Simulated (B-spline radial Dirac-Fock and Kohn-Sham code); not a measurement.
In the model described below, a K (1s) vacancy in Cu²⁵⁺, 1s2 2s2, lives for 9.4 fs, which corresponds to a natural width of 0.0697 eV. Out of 1000 such holes, about 0.0086 decay by emitting a photon and the rest by ordinary Auger emission. The strongest X-ray line is K-L1 at 8281.7 eV, with 100 % of the radiative rate. The strongest electron group is K-L1L1 near 5695 eV, with 100 % of the non-radiative rate.

Level of theory: independent-particle radiative and Coulomb Auger rates from relativistic LDA hole-state orbitals, with Dirac-Fock energies; a radial atomic solver.

Values without a named source are computed, but for edge energies of neutral atoms, which are taken from tables.
